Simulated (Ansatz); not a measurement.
The first iterations of a band of C₂H₆FSi (10 atoms, charge 1, multiplicity 1).

All numbers below come from RKS PBE/6-31G* (Ansatz 0.2.0).

```
movable images  : 7
climbing image  : from the first iteration
spring          : 5.0 eV/Å²
optimiser       : lbfgs
start path      : through a guess of the saddle point
force threshold : 0.03 eV/Å
iteration limit : 59
end points      : relaxed
```

Image 0:

```xyz
10
Properties=species:S:1:pos:R:3
C -0.363 1.155 -0.810
C -0.211 -0.254 -0.480
F -0.614 -1.075 -1.400
Si 0.517 -1.030 1.156
H 0.003 1.828 -0.022
H -1.436 1.361 -1.031
H 0.147 1.365 -1.778
H 0.442 -2.504 1.008
H -0.372 -0.415 2.188
H 1.887 -0.431 1.169
```

Image 8:

```xyz
10
Properties=species:S:1:pos:R:3
C -0.309 1.129 -0.925
C -0.504 -0.144 -0.254
F -1.583 -0.787 -0.577
Si 0.619 -1.021 1.084
H -1.202 1.497 -1.454
H 0.512 0.963 -1.668
H 0.126 1.877 -0.232
H 0.649 -2.446 0.653
H -0.217 -0.783 2.302
H 1.910 -0.285 1.071
```

| iteration | highest image above the first end (eV) | largest band force component (eV/Å) |
| --- | --- | --- |
| 1 | 4.889 | 17.386 |
| 2 | 1.420 | 10.548 |
| 3 | 0.515 | 2.473 |
| 4 | 0.250 | 1.379 |
| 5 | 0.106 | 1.797 |
| 6 | 0.059 | 0.517 |
| 7 | 0.038 | 0.817 |

Q: Does the band converge within its limit, and where does its top end?

A: It converged. It ended after 23 iterations with the highest image 0.004 eV above the first end. The top lies less than 8 meV above the higher end, about what the thresholds resolve: that end is a shoulder or a very shallow well. Another band between the same ends (7 images) ends at a top of the same energy, where a vibrational analysis finds 2 clearly imaginary modes. Limits of this set-up: the dipole of an ion depends on the origin.

Time of the run: 11 min on 1 CPU thread of a shared host.
